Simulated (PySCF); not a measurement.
# Deuteron quadrupole couplings in `CC#C[C@H]1CCN([SiH3])C1`

C7H13NSi.
Structure used (PBE0-D3(BJ)/def2-SVP), in Å, numbered top down from 1:
```xyz
22
C7H13NSi angstrom
C      3.6327    0.2373   -1.3176
C      2.3756    0.1250   -0.5946
C      1.3310    0.0275    0.0139
C      0.0631   -0.0820    0.7268
C     -0.6327    1.2847    0.9597
C     -1.7776    1.2853   -0.0473
N     -2.1893   -0.1021   -0.0597
Si    -3.7638   -0.6740   -0.4973
C     -0.9908   -0.9127   -0.0695
H      3.5088   -0.0303   -2.3788
H      4.3983   -0.4304   -0.8926
H      4.0266    1.2651   -1.2766
H      0.2556   -0.5645    1.6983
H      0.0601    2.1282    0.8372
H     -1.0443    1.3182    1.9789
H     -2.6097    1.9448    0.2458
H     -1.4146    1.6280   -1.0394
H     -4.0213   -0.7968   -1.9734
H     -3.9384   -2.0334    0.0996
H     -4.7670    0.2865    0.0548
H     -0.6021   -1.0906   -1.0914
H     -1.1754   -1.8974    0.3890
```

Level: PBE0/pcSseg-1 (PySCF, non-relativistic); Q(2H) = 0.00286 b; rigid geometry, the same for H and D, with no vibrational averaging.

Question: Rank these positions by the coupling χzz of a deuteron there, largest first.
A. H19 (Si–H hydrogen)
B. H17 (methylene hydrogen)
C. H11 (methyl hydrogen)
D. H22 (methylene hydrogen)
E. H18 (Si–H hydrogen)

Answer: C (194 kHz), D (190 kHz), B (180 kHz), A (93 kHz), E (89 kHz).

What are Vzz, η and χzz (234.96 MHz × Q × Vzz) at all hydrogens?

| atom | bonded to | bond length (Å) | Vzz (au) | η | χzz (kHz) |
| --- | --- | --- | --- | --- | --- |
| H10 | C1 | 1.101 | 0.2887 | 0.03 | 194 |
| H11 | C1 | 1.101 | 0.2891 | 0.03 | 194 |
| H12 | C1 | 1.101 | 0.2887 | 0.03 | 194 |
| H13 | C4 | 1.102 | 0.2847 | 0.01 | 191 |
| H14 | C5 | 1.098 | 0.2917 | 0.02 | 196 |
| H15 | C5 | 1.100 | 0.2892 | 0.02 | 194 |
| H16 | C6 | 1.102 | 0.2842 | 0.05 | 191 |
| H17 | C6 | 1.111 | 0.2680 | 0.03 | 180 |
| H18 | Si8 | 1.503 | 0.1328 | 0.02 | 89 |
| H19 | Si8 | 1.495 | 0.1388 | 0.05 | 93 |
| H20 | Si8 | 1.495 | 0.1391 | 0.05 | 93 |
| H21 | C9 | 1.108 | 0.2696 | 0.03 | 181 |
| H22 | C9 | 1.102 | 0.2829 | 0.05 | 190 |

Average by the element that carries the hydrogen.

on C: 191 kHz over 10 positions, mean bond length 1.103 Å; on Si: 92 kHz over 3 positions, mean bond length 1.498 Å.

How does χzz go with the bond length over the 10 C–H bonds?

A straight-line fit has a slope of -14.5 kHz for each 0.01 Å, with a correlation coefficient of -0.97, over lengths from 1.098 to 1.111 Å. The longer bonds have the smaller couplings here.

The structure is a single PBE0-D3(BJ)/def2-SVP conformer in the gas phase; no vibrational or solvent corrections. A larger basis could move these couplings by a tenth or more.
